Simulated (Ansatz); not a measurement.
Consider the hydrogenolysis of a C–C bond: `C=CCCCCC` + H₂ → `C=CCCC` + ethane.

Gas-phase electronic energies from Ansatz, PBE0-D4/def2-TZVP geometries. CCSD(T)/CBS adds triple-zeta CCSD(T) − MP2 to the extrapolated MP2 energy (def2 sets, frozen cores). This one scheme is used for every species. Functionals use def2-TZVPP. One conformer a species, not always the lowest.

```
   species  PBE0 energy (Eh)
`C=CCCCCC`        -274.91076
        H₂          -1.16849
  `C=CCCC`        -196.35574
      `CC`         -79.75207
```

Question: Work out ΔE.

Answer: ΔE = (-196.35574) + (-79.75207) − (-274.91076) − (-1.16849) = -0.02856 Eh = -75.0 kJ/mol. CCSD(T)/CBS gives -61.6 kJ/mol.

Largest T1 diagnostic among the species: 0.009.

The D4 term adds +15.6 kJ/mol with B3LYP and +9.1 kJ/mol with PBE0; it sums over pairs of atoms, weighted by their polarisabilities, and B3LYP, whose exchange is more repulsive, gets the larger term. In def2-TZVPP, CCSD(T) changes the Hartree–Fock value by +30.0 kJ/mol (the triples alone add +5.3 kJ/mol) and MP2 by +34.8 kJ/mol. Leaving LDA and LC-ωPBE aside and taking each functional with its dispersion term where it has one, the values, not all of them listed here, spread over 17.8 kJ/mol, from B2PLYP to revPBE-D4. LDA lies +16.9 kJ/mol from PBE without D4.

B3LYP here is the variant with VWN-RPA as its local correlation; programs differ in this.
